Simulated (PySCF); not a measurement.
## Basis and Hamiltonian dependence of the excitation energy of Bi⁺

Bi⁺ [Xe] 4f14 5d10 6s2 6p2 (3P) → Bi⁺ [Xe] 4f14 5d10 6s2 6p1 7s1 (3P). Calculated with PySCF 2.14 from differences of total energies of unrestricted determinants, without spin-orbit coupling. Values in eV.

```tsv
basis	Hamiltonian	functions	UHF	PBE	PBE0	MP2 (valence)	CCSD(T) (valence)
aug-cc-pVTZ-DK3	spin-free X2C	84	7.548	7.368	7.538	7.572	7.565
aug-cc-pVQZ-PP with ECP60MDF	ECP	92	7.522	7.340	7.508	7.572	7.563
ANO-RCC-VTZP	spin-free X2C	93	8.540	8.059	8.276	8.533	8.518
x2c-TZVPPall with one added diffuse shell each of s, p, d, f type	spin-free X2C	99	7.578	7.408	7.574	7.592	7.586
aug-cc-pV5Z-PP with ECP60MDF	ECP	139	7.521	7.335	7.504	7.580	n/a
```

Frozen in the all-electron rows: valence: [Xe] 4f14 5d10; with a core potential, the same shells as far as they lie outside it.

At UHF, ANO-RCC-VTZP lies more than 0.3 eV from the median of the rows with comparable relativity. Of these, ANO-RCC-VTZP has no diffuse functions of the l that the added or promoted electron needs.

Spin-orbit coupling is strong in these open shells (close to jj coupling), so the scalar numbers refer to model states.
